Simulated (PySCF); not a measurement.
The vertical singlet excitations below were computed for one of the candidates. Level of theory: TDDFT PBE0/def2-SVPD, vertical, gas phase, core orbitals frozen in the response in PySCF. Geometries: GFN2-xTB, one conformer each.

```tsv
state	E (eV)	f	main configurations (H = HOMO, L = LUMO)
S1	4.59	0.0000	H→L (99%)
S2	5.37	0.0000	H-1→L (99%)
S3	5.85	0.012	H-2→L (80%), H→L+2 (18%)
S4	6.30	0.0075	H→L+1 (99%)
S5	6.64	0.086	H→L+2 (69%), H-1→L+2 (15%), H-2→L (11%)
S6	7.06	0.0000	H→L+3 (99%)
S7	7.13	0.022	H→L+4 (93%)
S8	7.29	0.011	H-3→L (82%), H→L+5 (13%)
```

Triplets computed (Tamm–Dancoff): 3.07, 4.08, 5.11 eV.

Orbital energies (eV): HOMO-3 -9.67, HOMO-2 -7.96, HOMO-1 -7.88, HOMO -6.52, LUMO -0.84, LUMO+1 0.92, LUMO+2 0.97.

Question: Which structure fits? All have the formula C6H6O.
A. `C1=C[C@H]2C=C[C@@H]1O2`
B. `C#CC(=C)C(C)=O`
C. `C=C1C(C(=O)C)=C1`

Answer: A. Its S1, at 4.59 eV, is the highest among the candidates; the nearest of the others has S1 at 3.59 eV. S1 is HOMO→LUMO (99%). Löwdin shares by element: HOMO carbon 77% or more (atoms not listed hold the other 23%); LUMO carbon 70% or more (atoms not listed hold the other 30%). At the same level the other candidates give, for their lowest levels:
- `C#CC(=C)C(C)=O`: 3.59 eV (f 0.000); 4.87 eV (f 0.127); 5.08 eV (f 0.000); 6.01 eV (f 0.000); 6.35 eV (f 0.000); T1 2.92 eV; HOMO -7.48, LUMO -2.14 eV
- `C=C1C=C1C(C)=O`: 3.23 eV (f 0.078); 3.33 eV (f 0.001); 5.19 eV (f 0.000); 6.02 eV (f 0.009); 6.32 eV (f 0.033); T1 2.18 eV; HOMO -6.57, LUMO -2.50 eV
